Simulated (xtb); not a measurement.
cyclopentene (C5H8), SMILES C1CC=CC1. All values are semi-empirical tight-binding results from xtb (GFN2-xTB unless named), good for trends rather than for accurate numbers. The structure is a stationary point at GFN2-xTB. One conformer was computed; it need not be the lowest.

Optimised geometry:

```xyz
13

C     -0.0400    -1.0690    -0.6604
C     -0.0400    -1.0690     0.6604
C      0.0907     0.3145     1.2242
C     -0.1208     1.2222     0.0000
C      0.0907     0.3145    -1.2242
H     -0.0994    -1.9333    -1.2996
H     -0.0994    -1.9333     1.2996
H     -0.6365     0.5079     2.0142
H      1.0874     0.4467     1.6556
H     -1.1424     1.6036     0.0000
H      0.5556     2.0752     0.0000
H      1.0874     0.4467    -1.6556
H     -0.6365     0.5079    -2.0142
```
Charge 0, spin multiplicity 1.

Computed properties:
```yaml
point_group_as_xtb_finds_it: Cs
orbital_gap: 5.09 eV
dipole_moment: 0.34 D
zero_point_energy: 72.0 kcal/mol
G − E(el) at 298.15 K (modified RRHO): 54.7 kcal/mol
static polarisability (D4 model): 57.5 bohr³
solvation energy, GFN2-xTB/ALPB(water): -0.2 kcal/mol
solvation energy, GFN2-xTB/ALPB(ch2cl2): -3.6 kcal/mol
```

Question: Give the IR lines (harmonic; lines under 4 % of the strongest left out, lines within 3 cm⁻¹ merged). (The exact figures need the calculation; the answer reports its results.)

Answer: ν (cm⁻¹): 622 (w), 735 (m), 971 (w), 1271 (w), 1705 (w), 2937 (s), 2983 (vs), 2993 (vs), 3013 (s), 3107 (m), 3123 (s) (against the strongest line: vs over 80 %, s over 45 %, m over 15 %, w over 4 %, vw less)

Computed atomic charges and the Wiberg bond orders between heavy atoms:
charges (e) C1 -0.04, C2 -0.04, C3 -0.06, C4 -0.06, C5 -0.06, H6 0.03, H7 0.03, H8 0.03, H9 0.04, H10 0.03, H11 0.03, H12 0.04, H13 0.03. Bond orders C1–C2 1.93, C2–C3 1.02, C3–C4 1.00, C1–C5 1.02, C4–C5 1.00.
